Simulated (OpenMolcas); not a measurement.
**Mo5+: moving or changing the point charges**

Mo5+ among 6 point charges of -1.7 e arranged as an octahedron (Oh), 1.89 Å from the ion.
```
   1.8900    0.0000    0.0000  -1.70
   0.0000    1.8900    0.0000  -1.70
  -1.8900    0.0000    0.0000  -1.70
   0.0000   -1.8900    0.0000  -1.70
   0.0000    0.0000    1.8900  -1.70
   0.0000    0.0000   -1.8900  -1.70
```

- Program: OpenMolcas
- Method: SS-CASPT2, IPEA 0.25 Eh, imaginary shift 0.1 Eh (closed shells correlated: 4s 4p)
- Basis: ANO-RCC-VDZP [6s5p3d1f]
- Scalar Hamiltonian: DKH2, point nucleus
- Active space: 1 electron in 5 orbitals (4d)
- State averaging: 2S+1 = 2 even, 5 roots
- Spin-orbit coupling: state interaction with AMFI integrals over the reference wave functions

Runs around this geometry, states (labels of O, the rotations of Oh). Energies in cm-1 above the lowest state or level, χT in cm3 K/mol; under a threefold ground state the first gap can be a small split of the lowest multiplet, not the spin-orbit step; 10Dq is the gap between the two states.

```
R (Å)  q (e)  Ground state  First state of that spin   10Dq  First gap with spin-orbit (degeneracies)  χT at 300 K
 1.89  -1.36           2T2                   2E 8460   8460                               1660 (4, 2)        0.124
 1.81   -1.7           2T2                  2E 13030  13030                               1560 (4, 2)        0.114
 1.89   -1.7           2T2                  2E 10590  10589                               1610 (4, 2)        0.117
```

Taking |10Dq| as R^-n, n = -ln(10589 / 13030) / ln(1.89 / 1.81) = 4.8 between the shortest and longest distance. The point-charge formula for a cubic d site gives n = 5.

Scaling the charges by -1.36 / -1.7 = 0.80 scales |10Dq| by 8460 / 10589 = 0.80; with fixed orbitals a first-order splitting would follow the charge.

Roots that are degenerate in the reference are averaged as groups; the widest CASPT2 spread within a group is 13 cm-1 (the 2-fold group of multiplicity 2 near 13000 cm-1 above the lowest state of its run, R = 1.81, q = -1.7). Shifts and gaps below about the spread of the groups concerned are not significant. An orbital triplet at a regular site is open to Jahn-Teller coupling, which can distort the site and quench the lowest spin-orbit gaps and is left out. Free-ion shares, where given, are those of the reference states; single-state CASPT2 does not remix them. This field is weak: 10Dq is about 8460 cm-1, while octahedral complexes of 4d ions of charge 3 and more, computed by the same method with explicit ligands, had a median near 25000 cm-1. Ground spin and moment need not be those of a real site (figures for R = 1.89, q = -1.36; the like holds for R = 1.81, q = -1.7, R = 1.89, q = -1.7). This is an electrostatic model: the charges have no orbitals. No measured value stands beside these numbers.
